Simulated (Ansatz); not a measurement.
Isomers of CH3GaOS, relaxed with PBE0-D4/def2-TZVP in Ansatz; electronic energies, one conformer each and not always the lowest. Functionals use def2-TZVPP; CBS adds triple-zeta CCSD(T) − MP2 to the MP2 limit of def2-TZVPP and def2-QZVPP.

Outer-core shells of Ga are correlated without core-valence functions. Scalar relativity is left out up to krypton. Spin–orbit coupling is left out.

Problem. Order them by energy at frozen-core CCSD(T)/CBS, lowest first. (Best estimate.)
A. `[OH][Ga]1[CH2][S]1`
B. `O=C[S][GaH2]`
C. `C1[O][GaH][S]1`
D. `O=[C](S)[GaH2]`

Solution. C (0.0 kJ/mol), A (30.7 kJ/mol), B (60.9 kJ/mol), D (169.1 kJ/mol).

Problem. How do ωB97M-V, B3LYP, B2PLYP, HF/CBS(def2) place them (kJ/mol, against `C1[O][GaH][S]1`)? (An estimate is asked.)

Solution. Ansatz gave: 
```
              isomer  ωB97M-V  B3LYP  B2PLYP  HF/CBS(def2)
      `O=C[S][GaH2]`     54.1   37.9    48.0          37.9
`[OH][Ga]1[CH2][S]1`     41.1   39.7    35.9          49.8
    `O=[C](S)[GaH2]`    160.7  143.1   155.7         152.6
```

B3LYP here is the variant with VWN-RPA as its local correlation; programs differ in this.
